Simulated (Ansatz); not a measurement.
`F[CH](F)[GaH2]` + `C[SeH]` → `C[Se][GaH2]` + `FCF` at 500 K and 1 bar (ligand exchange at a Ga–C bond).

Isolated molecules relaxed with PBE0-D4/def2-TZVP in Ansatz; ΔE leaves out vibrations. CCSD(T)/CBS is the MP2 limit (def2-TZVPP, def2-QZVPP) plus CCSD(T) − MP2 in def2-TZVPP, frozen cores. This one scheme is used for every species. For Ga, Se outer-core shells are correlated without core-valence functions, which leaves a few kJ/mol of doubt a bond. Scalar relativity is left out up to krypton.

```json
{"species": "`F[CH](F)[GaH2]`", "CCSD(T)/CBS energy (Eh)": "-2163.33500", "H − E (kJ/mol)": "127.9", "S (J/(mol·K))": "381.9"}
{"species": "`C[SeH]`", "CCSD(T)/CBS energy (Eh)": "-2441.15625", "H − E (kJ/mol)": "142.1", "S (J/(mol·K))": "299.3"}
{"species": "`C[Se][GaH2]`", "CCSD(T)/CBS energy (Eh)": "-4365.72567", "H − E (kJ/mol)": "173.7", "S (J/(mol·K))": "387.2"}
{"species": "`FCF`", "CCSD(T)/CBS energy (Eh)": "-238.82660", "H − E (kJ/mol)": "107.3", "S (J/(mol·K))": "272.2"}
```

H − E and S are ideal-gas, rigid-rotor, harmonic terms from PBE0-D4/def2-TZVP, for one conformer and one mirror image of each species. 1 Eh = 2625.50 kJ/mol, R = 8.31446 J/(mol·K).

Question: By hand: ΔE, ΔH, ΔS and ΔG.

Answer: ΔE = (-4365.72567) + (-238.82660) − (-2163.33500) − (-2441.15625) = -0.06102 Eh = -160.2 kJ/mol. Δ(H − E) = 173.7 + 107.3 − 127.9 − 142.1 = 11.0, so ΔH = -149.2 kJ/mol. ΔS = 387.2 + 272.2 − 381.9 − 299.3 = -21.8 J/(mol·K). ΔG = -149.2 − 500 × (-21.8)/1000 = -138.3 kJ/mol.

Question: By hand: the equilibrium constant, and the temperature at which ΔG would vanish if ΔH and ΔS stayed fixed.

Answer: log₁₀ K = −ΔG/(RT ln 10) = 14.4. ΔG = 0 at ΔH/ΔS = 6844 K, far beyond where these terms or the molecules hold.

ΔH outweighs TΔS. A doubt of 5 kJ/mol in ΔE shifts log₁₀ K by 0.5 here. Other conformers and mirror images would add mixing entropy, several J/(mol·K) or more a flexible species. Modes under 60 cm⁻¹, often nearly free rotors, make the harmonic entropy too high. These are equilibria of isolated gas molecules and say nothing of rates. Largest T1 diagnostic: 0.013 (customary marks: 0.02 for closed shells, 0.045 for open ones).
